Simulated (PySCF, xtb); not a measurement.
Cd(Cl)(Et) (C2H5CdCl), SMILES C[CH2][Cd][Cl].

GFN2-xTB run with xtb at its own geometry gives an orbital gap of 3.30 eV and a dipole moment of 4.71 D.

Coordinates come from a B3LYP-D3(BJ)/def2-SVP optimisation. The structure was generated by enumeration; whether it is a known compound was not checked. The def2 effective core potentials stand for the cores of Cd; spin–orbit coupling is left out. Other conformers were not sampled.

Q: What does PBE/def2-TZVP in PySCF give? (The exact figures need the calculation; the answer reports its results.)

A: gap 4.89 eV (levels -6.66 and -1.76 eV), dipole 3.55 D.
